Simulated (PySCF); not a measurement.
# ²⁹Si chemical shifts

- GFN2-xTB structure
- σ from GIAO-PBE0/pcSseg-1
- code: PySCF 2.14
- non-relativistic, a single conformation, fast rotation and ring inversion assumed for equivalent nuclei, no solvent

Shieldings were converted by a linear fit to measured shifts: ²⁹Si (scatter 8.9 ppm rms, 25.8 ppm with the 6 outliers that the fit left out vs TMS, solution or neat liquid). A few per cent of atoms miss by over 2 rms, more outside the fitted compound classes.

Task: Give the ²⁹Si shifts of `C#C[C@@H](C)[Si@H](C#N)[SiH2]P`, `N#C/C=C(/CC#N)C[SiH2]F`.

Result: 
```csv
compound,environment,δ (ppm)
[CH:1]#[C:2][C@@H:3]([CH3:4])[Si@H:5]([C:6]#[N:7])[SiH2:8][PH2:9],"Si5: silicon bonded to 2 C, Si, H",-52.4
[CH:1]#[C:2][C@@H:3]([CH3:4])[Si@H:5]([C:6]#[N:7])[SiH2:8][PH2:9],"Si8: silicon bonded to P, Si, 2 H",-82.0
N#C/C=C(/CC#N)C[SiH2]F,"silicon bonded to C, F, 2 H",3.0
```

Task: Order these by ²⁹Si shift, lowest first.
A. C/C(=C/F)S[SiH]1SCCS1
B. N#CC[C@@H]1OCC[SiH2]CO1
C. C[C@H](F)/C(C#N)=C(/[SiH3])C#N
D. CS/C(=C\F)[SiH]1SCCS1

Result: C (-60.6 ppm, silicon bonded to C, 3 H), B (-44.0 ppm, silicon bonded to 2 C, 2 H, in a 7-membered ring), D (7.7 ppm, silicon bonded to C, 2 S, H, in a 5-membered ring), A (25.5 ppm, silicon bonded to 3 S, H, in a 5-membered ring).
